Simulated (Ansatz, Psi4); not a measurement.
Process, species as SMILES: CB(C)[N]C → [CH2]NB(C)C

Wanted: isomerisation energy (electronic), in kcal/mol. Terms: dispersion terms only where a functional's name holds one; spin-orbit terms left out; frozen cores in correlated levels; UHF or UKS for open shells; non-relativistic; 6-31G* and kin with 6d, 5d where marked. CBS(X,Y): correlation extrapolated as X^-3; Hartree-Fock from the larger set. First-principles rows: single points at B3LYP-D3(BJ) geometries (Ansatz, a program for electronic structure).

```
species      coefficient  E at wB97X-D/6-31G* (Psi4), Eh  E at wB97M-V/def2-TZVPD (Ansatz), Eh
-----------  -----------  ------------------------------  ------------------------------------
C[N]B(C)C             -1                      -199.25830                            -199.27900
[CH2]NB(C)C           +1                      -199.27718                            -199.30491
```

Coupled cluster (Ansatz) is a level with limits of its own, used here on species with T1 under 0.025 (0.045 for open shells) and stable references: CCSD(T)/CBS(cc-pVTZ,cc-pVQZ). Value to compare with, CCSD(T)/CBS(cc-pVTZ,cc-pVQZ) (Ansatz): -16.7 kcal/mol. 1 Eh = 627.5095 kcal/mol.

**Question.** Compute it at each level from the table, and compare with CCSD(T)/CBS(cc-pVTZ,cc-pVQZ) (Ansatz).

**Answer.** 
- wB97X-D/6-31G*: the sum of coefficient times E is -0.01888 Eh, or -11.85 kcal/mol. Result: -11.8 kcal/mol. Its difference against CCSD(T)/CBS(cc-pVTZ,cc-pVQZ) (Ansatz) is 4.9 kcal/mol.
- wB97M-V/def2-TZVPD: the sum of coefficient times E is -0.02591 Eh, or -16.26 kcal/mol. Result: -16.3 kcal/mol. Its difference against CCSD(T)/CBS(cc-pVTZ,cc-pVQZ) (Ansatz) is 0.4 kcal/mol.
